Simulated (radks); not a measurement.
Question: These are the eigenvalues of the occupied orbitals of an atom or ion with whole-number occupations (eV). Calculated with a radial shooting solver on a logarithmic mesh with Libxc functionals: Dirac Kohn-Sham, PBE, spin-unpolarised, spherical densities, finite nucleus; Fermi nuclear charge, rms radius of each element as measured or else 0.836 A^(1/3) + 0.57 fm.

| orbital | eigenvalue |
|---|---|
| 1s1/2 | -51827.30 |
| 2s1/2 | -8614.103 |
| 2p1/2 | -8188.050 |
| 2p3/2 | -7441.524 |
| 3s1/2 | -1936.307 |
| 3p1/2 | -1750.933 |
| 3p3/2 | -1596.836 |
| 3d3/2 | -1277.305 |
| 3d5/2 | -1243.692 |
| 4s1/2 | -409.5478 |
| 4p1/2 | -336.8522 |
| 4p3/2 | -302.4337 |
| 4d3/2 | -182.6325 |
| 4d5/2 | -176.3931 |
| 5s1/2 | -76.3625 |
| 5p1/2 | -56.1198 |
| 5p3/2 | -51.2902 |
| 4f5/2 | -34.6598 |
| 4f7/2 | -33.8082 |

Which element is it, and in what charge state? The configuration may be excited. Open shells, if any, are shared by 2j + 1.

Answer: Z = 65, terbium, charge +3: Tb3+ in [Xe] 4f8. The list shows which subshells hold electrons but not how many an open one holds; the 1s level, -1904.6 hartree, gives Z - s = 61.7 by -(Z - s)^2/2, which with screening and relativity narrows Z to a few neighbours, and the depths of the outer levels then fix element, charge and occupations together.
